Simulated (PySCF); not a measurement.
## Levels of Co²⁴⁺ from EOM-EA-GCCSD

Reference: closed-shell Co²⁵⁺, 1s2; one electron is added. Calculated with PySCF 2.14, two-component X2C-1e with screened spin-orbit coupling, an even-tempered Gaussian basis (17 s from 3.2 bohr⁻², ratio 2.6; 11 p from 4.2 bohr⁻², ratio 2.6; 6 d from 4.3 bohr⁻², ratio 2.8; 3 f from 190 bohr⁻², ratio 2.8); frozen nothing; the 34 highest virtual spinors dropped; of the others 52 kept and the rest restored at second order. No Breit or QED terms. Binding energies in eV.

```
level  Koopmans  second order  EOM-CCSD
2s1/2    2219.4        2219.6    2219.6
2p1/2    2169.1        2169.4    2169.4
2p3/2    2149.2        2149.5    2149.5
```

Electric-dipole lines between these computed levels:

```csv
lower,upper,ΔE (eV),vacuum wavelength (nm)
2s1/2,2p1/2,50.145,24.73
2s1/2,2p3/2,70.059,17.70
```

For comparison, the ionisation energy of Co²⁴⁺ is 2218.9 eV (theoretical estimate listed by NIST; NIST Atomic Spectra Database, ionization energies).

Only part of the computed levels is shown.
